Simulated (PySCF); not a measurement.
SnHI3, SMILES [I][SnH]([I])[I]. Geometry: PBE-D3(BJ)/def2-SVP. The structure was generated by enumeration; whether it is a known compound was not checked. The def2 effective core potentials stand for the cores of I, Sn; spin–orbit coupling is left out.

Computed equilibrium geometry at PBE-D3(BJ)/def2-SVP (PySCF confirms it by a frequency run) as a Z-matrix, and its point group:
point group C3v.
```
Sn
H 1 1.7278
I 1 2.7101 2 109.65
I 1 2.7101 2 109.65 3 120.00
I 1 2.7101 2 109.65 4 120.00
```
